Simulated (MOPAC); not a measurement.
Input file for MOPAC: PM6 on CH2F2N2 (a complex), monomers drawn apart or pushed together.

```
PM6 1SCF PRECISE CHARGE=0 THREADS=1
CH2F2N2

N      0.35842510 1     0.06215926 1    -0.26468266 1
N     -0.49305022 1    -0.03038760 1     0.41040955 1
F      0.49361434 1    -1.36209453 1     3.72157250 1
C     -0.24738501 1    -0.32856736 1     4.21067471 1
F      0.38698915 1     0.83804095 1     3.90572143 1
H     -0.30316397 1    -0.42217423 1     5.29641177 1
H     -1.22169466 1    -0.33479568 1     3.72105958 1
```

Program output:

```
*******************************************************************************
 **                                                                           **
 **                              MOPAC v23.2.5                                **
 **                                                                           **
 *******************************************************************************
 ** MOPAC's Digital Object Identifier: https://doi.org/10.5281/zenodo.6511958 **
 **                                                                           **
 ** Please cite the open-source release paper for use of this MOPAC version:  **
 ** J. E. Moussa and J. J. P. Stewart (2026)                                  **
 ** MOPAC: An open-source semiempirical molecular orbital program             **
 ** J. Open Source Softw., 11(119), 8025, https://doi.org/10.21105/joss.08025 **
 *******************************************************************************

                              PM6 CALCULATION RESULTS

 *******************************************************************************
 *  PM6        - The PM6 Hamiltonian to be used
 *
 *
 *
 *                 CHARGE ON SYSTEM = 0
 *
 *
 *
 *  PRECISE    - TIGHTER CRITERIA TO BE USED
 *  1SCF       - DO 1 SCF AND THEN STOP
 *  THREADS=1  - MULTI-THREADING NOT USED
 *  T=         - A TIME OF 172800.0 SECONDS REQUESTED
 *  DUMP=N     - RESTART FILE WRITTEN EVERY 7200.0 SECONDS REQUESTED
 *******************************************************************************
PM6 1SCF PRECISE CHARGE=0 THREADS=1
 CH2F2N2

   ATOM   CHEMICAL          X               Y               Z
  NUMBER   SYMBOL      (ANGSTROMS)     (ANGSTROMS)     (ANGSTROMS)

     1       N          0.35842510  *   0.06215926  *  -0.26468266  *
     2       N         -0.49305022  *  -0.03038760  *   0.41040955  *
     3       F          0.49361434  *  -1.36209453  *   3.72157250  *
     4       C         -0.24738501  *  -0.32856736  *   4.21067471  *
     5       F          0.38698915  *   0.83804095  *   3.90572143  *
     6       H         -0.30316397  *  -0.42217423  *   5.29641177  *
     7       H         -1.22169466  *  -0.33479568  *   3.72105958  *



          CARTESIAN COORDINATES

    NO.       ATOM           X           Y           Z

     1         N          0.3584      0.0622     -0.2647
     2         N         -0.4931     -0.0304      0.4104
     3         F          0.4936     -1.3621      3.7216
     4         C         -0.2474     -0.3286      4.2107
     5         F          0.3870      0.8380      3.9057
     6         H         -0.3032     -0.4222      5.2964
     7         H         -1.2217     -0.3348      3.7211

 General Reference for PM6:
 "Optimization of Parameters for Semiempirical Methods V: Modification of NDDO Approximations
 and Application to 70 Elements", J. J. P. Stewart, J. Mol. Mod., 13, 1173-1213 (2007)
 URL: https://link.springer.com/article/10.1007/s00894-007-0233-4

           Empirical Formula: C H2 N2 F2  =     7 atoms



      MOLECULAR POINT GROUP   :   Cs


      RHF CALCULATION, NO. OF DOUBLY OCCUPIED LEVELS = 15


 -------------------------------------------------------------------------------
 PM6 1SCF PRECISE CHARGE=0 THREADS=1
 CH2F2N2



     1SCF WAS SPECIFIED, SO BFGS WAS NOT USED
     SCF FIELD WAS ACHIEVED


                              PM6 CALCULATION
                                                       MOPAC v23.2.5 Linux




          FINAL HEAT OF FORMATION =        -62.22874 KCAL/MOL =    -260.36504 KJ/MOL


          COSMO AREA              =        117.01 SQUARE ANGSTROMS
          COSMO VOLUME            =         96.37 CUBIC ANGSTROMS

          IONIZATION POTENTIAL    =         12.636501 EV
          HOMO LUMO ENERGIES (EV) =        -12.637  0.276
          NO. OF FILLED LEVELS    =         15
          MOLECULAR WEIGHT        =         80.0370         POINT GROUP:  Cs

          MOLECULAR DIMENSIONS (Angstroms)

            Atom       Atom       Distance
            H     6    N     1     5.62121
            F     5    F     3     2.21040
            F     3    H     7     1.66251


          SCF CALCULATIONS        =          1





   ATOM   CHEMICAL          X               Y               Z
  NUMBER   SYMBOL      (ANGSTROMS)     (ANGSTROMS)     (ANGSTROMS)

     1       N          0.35842510  *   0.06215926  *  -0.26468266  *
     2       N         -0.49305022  *  -0.03038760  *   0.41040955  *
     3       F          0.49361434  *  -1.36209453  *   3.72157250  *
     4       C         -0.24738501  *  -0.32856736  *   4.21067471  *
     5       F          0.38698915  *   0.83804095  *   3.90572143  *
     6       H         -0.30316397  *  -0.42217423  *   5.29641177  *
     7       H         -1.22169466  *  -0.33479568  *   3.72105958  *

                             CARTESIAN COORDINATES

   1    N        0.358425100     0.062159260    -0.264682660
   2    N       -0.493050220    -0.030387600     0.410409550
   3    F        0.493614340    -1.362094530     3.721572500
   4    C       -0.247385010    -0.328567360     4.210674710
   5    F        0.386989150     0.838040950     3.905721430
   6    H       -0.303163970    -0.422174230     5.296411770
   7    H       -1.221694660    -0.334795680     3.721059580


           Empirical Formula: C H2 N2 F2  =     7 atoms



      MOLECULAR POINT GROUP   :   Cs


                  EIGENVALUES
 -41.84509 -41.77498 -38.18330 -25.19437 -18.72901 -18.55401 -18.05588 -17.80553
 -16.86593 -16.86140 -16.43462 -15.46938 -14.72819 -13.38649 -12.63650   0.27582
   0.27993   2.51806   2.57172   3.62352   4.50007   4.61442


              NET ATOMIC CHARGES AND DIPOLE CONTRIBUTIONS

  ATOM NO.   TYPE          CHARGE      No. of ELECS.   s-Pop       p-Pop
    1          N           0.006673        4.9933     1.78926     3.20407
    2          N          -0.006672        5.0067     1.78902     3.21765
    3          F          -0.179535        7.1795     1.97215     5.20739
    4          C           0.089087        3.9109     1.15466     2.75625
    5          F          -0.179484        7.1795     1.97215     5.20734
    6          H           0.132855        0.8671     0.86714
    7          H           0.137076        0.8629     0.86292
 DIPOLE           X         Y         Z       TOTAL
 POINT-CHG.    -1.836    -0.175     1.034     2.114
 HYBRID         0.222     0.020    -0.114     0.250
 SUM           -1.613    -0.155     0.920     1.864


          ATOMIC ORBITAL ELECTRON POPULATIONS

     Atom    s        px        py        pz
    1  N   1.78926   1.12584   0.99892   1.07930
    2  N   1.78902   1.13094   1.00412   1.08259
    3  F   1.97215   1.77590   1.53325   1.89824
    4  C   1.15466   0.94494   0.75702   1.05430
    5  F   1.97215   1.83342   1.41836   1.95556
    6  H   0.86714
    7  H   0.86292

 **********************
 *                    *
 * JOB ENDED NORMALLY *
 *                    *
 **********************




 == MOPAC DONE ==
```

The run finished.

Cost: roughly 0.020 core-seconds.
